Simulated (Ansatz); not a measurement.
Cost and result for the atomization energy of C8H18F2Sn, SMILES `CC(C)[CH2][Sn]([F])([F])[CH2]C(C)C` (29 atoms, 28 bonds).

Z-matrix (Å, degrees):
```
C
C 1 1.522
H 1 1.095 2 110.9
H 1 1.092 2 111.2 3 -119.8
H 1 1.096 2 112.0 3 120.7
C 2 1.526 1 111.6 3 -57.9
C 2 1.524 1 110.7 3 65.2
H 2 1.096 1 108.0 3 -176.6
Sn 6 2.133 2 113.3 1 -59.8
H 6 1.095 2 110.9 1 61.7
H 6 1.093 2 111.8 1 -178.6
H 7 1.095 2 110.7 1 -61.4
H 7 1.092 2 111.3 1 178.7
H 7 1.093 2 111.1 1 58.4
F 9 1.929 6 104.6 2 -43.7
C 9 2.132 6 128.2 2 80.6
F 9 1.927 6 106.1 2 -151.6
C 16 1.526 9 114.3 6 27.0
H 16 1.095 9 105.8 6 149.4
H 16 1.093 9 106.1 6 -96.6
C 18 1.522 16 111.6 9 59.5
C 18 1.524 16 110.2 9 -177.2
H 18 1.098 16 108.5 9 -59.6
H 21 1.092 18 111.2 16 179.1
H 21 1.096 18 112.3 16 -60.7
H 21 1.094 18 110.7 16 59.1
H 22 1.093 18 111.2 16 178.1
H 22 1.092 18 111.3 16 57.6
H 22 1.094 18 110.5 16 -62.2
```

Total charge 0; spin multiplicity 1. Correlated methods include outer-core shells of Sn, which these sets cover unevenly. Sn takes the def2 core potential. The structure was optimised at the PBE0-D4/def2-TZVP level. It is one conformer, not always the lowest. Program: Ansatz. All runs use 11 threads of an AMD EPYC 7R13 on a shared host and a whole NVIDIA H100 80 GB. Times are those of one run each, without the atoms' runs, and a repeat can differ threefold. Electronic energies, without spin–orbit coupling; frozen cores. CCSD(T)/CBS adds CCSD(T) − MP2 in def2-TZVPP to the MP2 limit, and its time is that of the two runs behind it. T1 = 0.012. With those shells the extrapolation isn't a true limit. B3LYP takes the VWN-RPA correlation (the form of Gaussian; ORCA's B3LYP/G). HSE06 is the plane-wave form, built on full-range PBE exchange.

CCSD(T)/CBS is a level of theory with its own doubt, some kJ/mol a heavy atom from the limit and from the frozen cores, so smaller differences don't rank the functionals.

| level | functions | wall time | atomization (kcal/mol) | difference from CCSD(T)/CBS | per bond |
| --- | --- | --- | --- | --- | --- |
| revPBE-D4/def2-TZVPP | 612 | 3.3 s | 2704.7 | -20.7 | -0.7 |
| BHLYP-D4/def2-TZVPP | 612 | 3.7 s | 2649.5 | -75.9 | -2.7 |
| PBE-D4/def2-TZVPP (with forces) | 612 | 3.9 s | 2765.0 | 39.6 | 1.4 |
| r2SCANh-D4/def2-TZVPP | 612 | 4.1 s | 2710.0 | -15.4 | -0.6 |
| HSE06-D4/def2-TZVPP | 612 | 4.1 s | 2729.7 | 4.3 | 0.2 |
| B3LYP-D4/def2-TZVPP (with forces) | 612 | 4.8 s | 2713.2 | -12.2 | -0.4 |
| r2SCAN-D4/def2-TZVPP (with forces) | 612 | 6 s | 2722.6 | -2.8 | -0.1 |
| ωB97M-V/def2-TZVPP (with forces) | 612 | 6.5 s | 2721.2 | -4.2 | -0.2 |
| ωB97X-V/def2-TZVPP | 612 | 7 s | 2723.1 | -2.3 | -0.1 |
| MP2/def2-QZVPP | 1192 | 8.5 s | 2732.5 | 7.1 | 0.3 |
| CCSD(T)/def2-SVP | 256 | 9 s | 2603.7 | -121.7 | -4.3 |
| CCSD(T)/def2-TZVPP | 612 | 100 s | 2662.3 | -63.1 | -2.3 |
| CCSD(T)/CBS(def2) | – | 110 s | 2725.4 | 0.0 | 0.0 |

In def2-TZVPP, CCSD(T) changes the Hartree–Fock value by +629.8 kcal/mol (the triples alone add +35.8 kcal/mol) and MP2 by +662.5 kcal/mol; breaking electron pairs costs correlation energy, which Hartree–Fock lacks. From r2SCAN to r2SCAN0 (25 % exact exchange), in def2-TZVPP and without D4, the atomization energy moves by −31.1 kcal/mol: exact exchange takes away binding that semilocal exchange gives to molecules. At CCSD(T), def2-SVP lies −121.8 kcal/mol from the extrapolated value and def2-TZVPP −63.2 kcal/mol: correlation converges slowly with the basis, and small sets miss more of it in the bonded molecule than in its fragments.

Spin–orbit coupling would lower the free Sn atoms strongly, and the atomization energy with them, by more than many differences here. For some Ge, Se and Sn compounds the MP2-based and the directly extrapolated limit differ by 10 to 25 kJ/mol.
